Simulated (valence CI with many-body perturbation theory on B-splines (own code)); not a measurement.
E1 transitions of Lu55+

Calculated by configuration interaction combined with many-body perturbation theory (CI+MBPT): six valence electrons over a frozen Dirac-Fock core [Ne], radial functions for each j: 9 s, 9 p, 8 d, 6 f, 3 g, 1 h, with the one-electron correlation potential Σ1, the two-electron term Σ2, the three-electron term Σ3, Breit, model QED; selected CI, second order for the rest, scaled by the run's own slope (own B-spline code, finite nucleus).

The last digits are not significant, and no measured levels were compared; by estimate large intervals hold to a few tenths of a per cent, small ones and those within an open d or f shell to about a per cent. Among the levels kept, up to 970 cm⁻¹ of a level comes from second order outside the variational space, and about a tenth of that is noise between levels of different J, which matters for small intervals.

Lines 51 to 100 of 135 in falling wavelength, among levels below 4868.1 × 10³ cm⁻¹, chosen from the strongest by gf and those to the six lowest levels. Wavelengths and rates use the calculated energies. Electric multipoles are in the length gauge with retardation, E1 and E2 with the static RPA response of the core. Weak lines are less certain than strong ones. Lines between different terms over intervals too small for the method are left out, as are lines whose strength nearly cancels. The highest levels of a list are the least certain.

Levels are named by their leading jj configuration (3d3/2^4 stands for four electrons in 3d with j = 3/2), which in mixed levels can hold well under half, so a name can repeat and another be missing. Letters in brackets count levels of one name in rising energy.

```csv
λ vac (Å),Upper,Lower,A (s⁻¹),S (a.u.) with core polarisation,S without
144.2,(3s^2 3p1/2^2 3d3/2 3d5/2) J=1,(3s 3p1/2^2 3p3/2^3) J=2,4.89e+06,2.17e-05,2.20e-05
136.3,(3s^2 3p1/2 3p3/2^2 3d3/2) J=2 [c],(3s^2 3p1/2^2 3d3/2^2) J=2,1.29e+07,8.09e-05,8.21e-05
129.5,(3s^2 3p1/2 3p3/2^2 3d3/2) J=1 [b],(3s^2 3p1/2^2 3d3/2^2) J=2,3.40e+06,1.09e-05,1.11e-05
115.2,(3s^2 3p3/2^4) J=0,(3s 3p1/2^2 3p3/2^3) J=1,1.85e+08,1.39e-04,1.42e-04
113.4,(3s^2 3p1/2 3p3/2^2 3d5/2) J=3 [a],(3s^2 3p1/2^2 3d3/2^2) J=2,3.28e+05,1.65e-06,1.68e-06
90.20,(3s^2 3p1/2^2 3d3/2^2) J=2,(3s^2 3p1/2^2 3p3/2 3d5/2) J=3,1.25e+08,2.26e-04,2.29e-04
82.91,(3s^2 3p1/2^2 3d3/2^2) J=0,(3s^2 3p1/2^2 3p3/2 3d5/2) J=1,1.49e+07,4.18e-06,4.22e-06
79.48,(3s^2 3p1/2^2 3d3/2^2) J=2,(3s^2 3p1/2^2 3p3/2 3d5/2) J=2,8.27e+07,1.02e-04,1.04e-04
75.88,(3s 3p1/2^2 3p3/2^3) J=2,(3s^2 3p1/2 3p3/2^3) J=2,1.04e+10,1.12e-02,1.13e-02
71.84,(3s 3p1/2^2 3p3/2^3) J=2,(3s^2 3p1/2 3p3/2^3) J=1,1.45e+10,1.32e-02,1.35e-02
67.62,(3s 3p1/2^2 3p3/2^3) J=1,(3s^2 3p1/2 3p3/2^3) J=2,2.76e+10,1.26e-02,1.28e-02
64.38,(3s 3p1/2^2 3p3/2^3) J=1,(3s^2 3p1/2 3p3/2^3) J=1,8.16e+09,3.22e-03,3.27e-03
60.71,(3s^2 3p1/2 3p3/2^2 3d3/2) J=2 [a],(3s^2 3p1/2 3p3/2^3) J=2,1.80e+09,9.94e-04,1.01e-03
60.05,(3s^2 3p1/2 3p3/2^2 3d3/2) J=1 [a],(3s^2 3p1/2 3p3/2^3) J=2,1.60e+10,5.14e-03,5.22e-03
58.76,(3s^2 3p1/2^2 3d3/2 3d5/2) J=3,(3s^2 3p1/2^2 3p3/2 3d5/2) J=3,3.97e+09,2.78e-03,2.82e-03
58.74,(3s^2 3p1/2^2 3d3/2 3d5/2) J=2,(3s^2 3p1/2^2 3p3/2 3d5/2) J=1,7.18e+09,3.59e-03,3.64e-03
58.60,(3s^2 3p1/2^2 3p3/2 3d3/2) J=1,(3s^2 3p1/2^2 3p3/2^2) J=0,4.33e+09,1.29e-03,1.31e-03
58.52,(3s^2 3p1/2 3p3/2^2 3d3/2) J=3 [a],(3s^2 3p1/2 3p3/2^3) J=2,1.76e+09,1.22e-03,1.24e-03
58.09,(3s^2 3p1/2 3p3/2^2 3d3/2) J=2 [a],(3s^2 3p1/2 3p3/2^3) J=1,4.18e+08,2.02e-04,2.06e-04
57.75,(3s^2 3p1/2 3p3/2^2 3d3/2) J=0,(3s^2 3p1/2 3p3/2^3) J=1,1.13e+10,1.08e-03,1.09e-03
57.59,(3s^2 3p1/2^2 3d3/2 3d5/2) J=1,(3s^2 3p1/2^2 3p3/2 3d5/2) J=1,2.06e+09,5.83e-04,5.91e-04
57.49,(3s^2 3p1/2 3p3/2^2 3d3/2) J=1 [a],(3s^2 3p1/2 3p3/2^3) J=1,3.15e+08,8.87e-05,8.94e-05
55.95,(3s^2 3p1/2^2 3d3/2 3d5/2) J=2,(3s^2 3p1/2^2 3p3/2 3d5/2) J=3,4.05e+09,1.75e-03,1.77e-03
55.74,(3s^2 3p1/2^2 3p3/2 3d3/2) J=2,(3s^2 3p1/2^2 3p3/2^2) J=2,7.59e+09,3.24e-03,3.29e-03
55.53,(3s^2 3p1/2^2 3d3/2^2) J=2,(3s^2 3p1/2^2 3p3/2 3d3/2) J=3,6.77e+09,2.86e-03,2.90e-03
55.37,(3s^2 3p1/2^2 3d3/2^2) J=2,(3s^2 3p1/2^2 3p3/2 3d3/2) J=1,9.37e+09,3.92e-03,3.98e-03
54.73,(3s^2 3p1/2^2 3d3/2 3d5/2) J=4,(3s^2 3p1/2^2 3p3/2 3d5/2) J=3,4.54e+09,3.31e-03,3.35e-03
54.01,(3s^2 3p1/2^2 3d3/2 3d5/2) J=3,(3s^2 3p1/2^2 3p3/2 3d5/2) J=2,7.30e+09,3.97e-03,4.02e-03
53.84,(3s^2 3p1/2^2 3p3/2 3d3/2) J=1,(3s^2 3p1/2^2 3p3/2^2) J=2,1.25e+10,2.90e-03,2.93e-03
53.69,(3s^2 3p1/2^2 3p3/2 3d3/2) J=3,(3s^2 3p1/2^2 3p3/2^2) J=2,1.11e+09,5.92e-04,6.01e-04
53.50,(3s^2 3p1/2^2 3d3/2^2) J=2,(3s^2 3p1/2^2 3p3/2 3d3/2) J=2,8.36e+09,3.16e-03,3.20e-03
53.39,(3s^2 3p1/2 3p3/2^2 3d3/2) J=2 [b],(3s^2 3p1/2 3p3/2^3) J=2,2.19e+09,8.24e-04,8.37e-04
52.71,(3s^2 3p1/2^2 3d3/2 3d5/2) J=3,(3s^2 3p1/2^2 3p3/2 3d5/2) J=4,4.35e+09,2.20e-03,2.23e-03
51.63,(3s^2 3p1/2^2 3d3/2 3d5/2) J=2,(3s^2 3p1/2^2 3p3/2 3d5/2) J=2,7.10e+08,2.41e-04,2.44e-04
51.36,(3s^2 3p1/2 3p3/2^2 3d3/2) J=2 [b],(3s^2 3p1/2 3p3/2^3) J=1,5.88e+07,1.97e-05,1.99e-05
50.74,(3s^2 3p1/2^2 3d3/2 3d5/2) J=1,(3s^2 3p1/2^2 3p3/2 3d5/2) J=2,1.06e+10,2.04e-03,2.07e-03
50.47,(3s^2 3p1/2 3p3/2^2 3d3/2) J=3 [b],(3s^2 3p1/2 3p3/2^3) J=2,1.94e+08,8.61e-05,8.76e-05
50.30,(3s^2 3p1/2^2 3d3/2^2) J=0,(3s^2 3p1/2^2 3p3/2 3d3/2) J=1,3.50e+10,2.20e-03,2.23e-03
49.45,(3s^2 3p1/2^2 3d3/2 3d5/2) J=4,(3s^2 3p1/2^2 3p3/2 3d5/2) J=4,1.93e+10,1.04e-02,1.05e-02
49.20,(3s^2 3p1/2 3p3/2^2 3d3/2) J=2 [c],(3s^2 3p1/2 3p3/2^3) J=2,1.83e+09,5.39e-04,5.48e-04
48.28,(3s^2 3p1/2 3p3/2^2 3d3/2) J=1 [b],(3s^2 3p1/2 3p3/2^3) J=2,2.32e+07,3.86e-06,3.71e-06
47.47,(3s^2 3p1/2 3p3/2^2 3d3/2) J=2 [c],(3s^2 3p1/2 3p3/2^3) J=1,4.60e+08,1.22e-04,1.24e-04
46.61,(3s^2 3p1/2 3p3/2^2 3d3/2) J=1 [b],(3s^2 3p1/2 3p3/2^3) J=1,1.11e+09,1.66e-04,1.69e-04
46.03,(3s^2 3p1/2 3p3/2^2 3d3/2) J=1 [c],(3s^2 3p1/2 3p3/2^3) J=2,1.56e+09,2.26e-04,2.31e-04
45.86,(3s^2 3p1/2 3p3/2^2 3d5/2) J=3 [a],(3s^2 3p1/2 3p3/2^3) J=2,7.75e+08,2.58e-04,2.61e-04
44.51,(3s^2 3p1/2 3p3/2^2 3d3/2) J=1 [c],(3s^2 3p1/2 3p3/2^3) J=1,5.68e+08,7.41e-05,7.54e-05
43.48,(3s^2 3p1/2 3p3/2^2 3d5/2) J=1,(3s^2 3p1/2 3p3/2^3) J=2,4.12e+10,5.01e-03,5.07e-03
42.12,(3s^2 3p1/2 3p3/2^2 3d5/2) J=1,(3s^2 3p1/2 3p3/2^3) J=1,2.64e+10,2.92e-03,2.96e-03
41.83,(3s^2 3p1/2 3p3/2^2 3d5/2) J=0,(3s^2 3p1/2 3p3/2^3) J=1,6.43e+10,2.32e-03,2.35e-03
41.77,(3s^2 3p1/2^2 3d3/2 3d5/2) J=3,(3s^2 3p1/2^2 3p3/2 3d3/2) J=3,2.59e+10,6.53e-03,6.61e-03
```
